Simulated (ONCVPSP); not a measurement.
u(r) = r·R(r): atom against pseudo-atom (oxygen)

Columns: radius, all-electron u(r) and pseudo u(r) of the 2p shell (level -24.59 eV) of oxygen in the configuration [He] 2s2 2p3; LDA (Perdew-Wang 92), scalar-relativistic, ONCV scheme, ONCVPSP 4.0.1.

```csv
r (bohr),all-electron,pseudo
0.068,0.0597,0.0266
0.135,0.1837,0.1008
0.202,0.3259,0.2131
0.270,0.4651,0.3511
0.338,0.5877,0.4968
0.405,0.6879,0.6325
0.473,0.7680,0.7503
0.540,0.8267,0.8394
0.608,0.8679,0.9004
0.675,0.8925,0.9332
0.742,0.9038,0.9435
0.810,0.9040,0.9368
0.878,0.8950,0.9186
0.945,0.8789,0.8940
1.013,0.8570,0.8652
1.080,0.8312,0.8350
1.148,0.8019,0.8033
1.215,0.7709,0.7712
1.283,0.7379,0.7379
1.350,0.7046,0.7046
1.418,0.6705,0.6705
1.485,0.6370,0.6370
1.553,0.6033,0.6033
1.620,0.5708,0.5708
1.688,0.5387,0.5387
1.755,0.5079,0.5079
```

How many radial nodes do the two functions have?

The all-electron 2p function has n − l − 1 = 0; the pseudo-wave has 0.

At about which radius was the pseudo-wave matched?

1.35 bohr. The columns agree to 0.0005 from 1.22 bohr on; several derivatives are matched, so the curves merge somewhat inside the radius.

Where does each function peak?

Outermost all-electron maximum near 0.81 bohr, pseudo maximum near 0.74 bohr (to the table’s step).

Is the pseudo-wave norm-conserving?

Yes: the ONCV scheme keeps the norm inside the radius equal to the all-electron one, which fixes the energy derivative of the logarithmic derivative at the level.
